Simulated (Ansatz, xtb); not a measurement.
## Two conformers of CH6F2Si2

Structure I: `F[SiH](F)C[SiH3]`, a singlet. Structure II: `F[SiH](F)C[SiH3]`, a singlet. Both are isolated molecules in the gas phase, relaxed with B3LYP/6-31G*.

I (Å):

```xyz
11

C    -0.8569    0.5173   -0.0229
F    -1.6898    0.6849   -2.7265
F     0.4338   -0.7051   -2.2402
Si   -0.3661    0.6225   -1.8112
Si   -2.4936   -0.3922    0.2979
H     0.4727    1.7934   -2.1510
H    -0.0518    0.0196    0.5337
H    -0.9416    1.5341    0.3840
H    -3.6382    0.4378   -0.1563
H    -2.5183   -1.6896   -0.4262
H    -2.6485   -0.6592    1.7541
```

II (Å):

```yaml
atoms:
  - { symbol: C, position_ang: [-1.0360, -0.0835, 2.2459] }
  - { symbol: F, position_ang: [-2.2074, -1.7586, 4.2346] }
  - { symbol: F, position_ang: [-2.0876, -2.6815, 1.8282] }
  - { symbol: Si, position_ang: [-2.3296, -1.3404, 2.6859] }
  - { symbol: Si, position_ang: [-0.5954, -0.0269, 0.4010] }
  - { symbol: H, position_ang: [-3.7130, -0.8753, 2.4445] }
  - { symbol: H, position_ang: [-0.1212, -0.2897, 2.8172] }
  - { symbol: H, position_ang: [-1.3925, 0.9057, 2.5634] }
  - { symbol: H, position_ang: [-1.8335, -0.0307, -0.4246] }
  - { symbol: H, position_ang: [0.1702, 1.2109, 0.0913] }
  - { symbol: H, position_ang: [0.2275, -1.2053, 0.0300] }
```

Problem. Which of the two would you expect CCSD(T)/def2-SVP + ΔMP2/def2-TZVPP electronic energies to favour?

Solution. Too close to call at this level: CCSD(T)/def2-SVP + ΔMP2/def2-TZVPP gives E(II) − E(I) = −0.004 eV.

Level by level:

| level | geometry | E(II) − E(I) (eV) | departure from the last row (eV) | job, with rough time for the two |
| --- | --- | --- | --- | --- |
| B3LYP/6-31G* | B3LYP/6-31G* | −0.006 | −0.002 | optimisation, 71 s |
| HF/def2-SVP | B3LYP/6-31G* | +0.008 | +0.012 | part of the CCSD(T) run |
| MP2/def2-SVP | B3LYP/6-31G* | +0.005 | +0.009 | part of the CCSD(T) run |
| CCSD(T)/def2-SVP | B3LYP/6-31G* | +0.006 | +0.009 | single point |
| CCSD(T)/def2-SVP + ΔMP2/def2-TZVPP | B3LYP/6-31G* | −0.004 |  | single point, 25 s |

The largest departure from CCSD(T)/def2-SVP + ΔMP2/def2-TZVPP is that of HF/def2-SVP, 0.012 eV. Levels run at GFN2-xTB geometries aren't shown. The last row adds to CCSD(T) the change of the MP2 difference between the two basis sets, here −0.009 eV.

With harmonic frequencies from B3LYP/6-31G* (ideal gas, rigid rotor, one conformer each, 400 K, 1 atm): on the last row, ΔE + ΔZPE = −0.005 eV. A mode under 50 cm⁻¹ makes harmonic enthalpies and free energies unreliable, so none is given.

The correlated steps freeze 13 core orbitals. Run with Ansatz 0.2.0; the last row on 2 threads of Arm Neoverse V2 on a shared host.
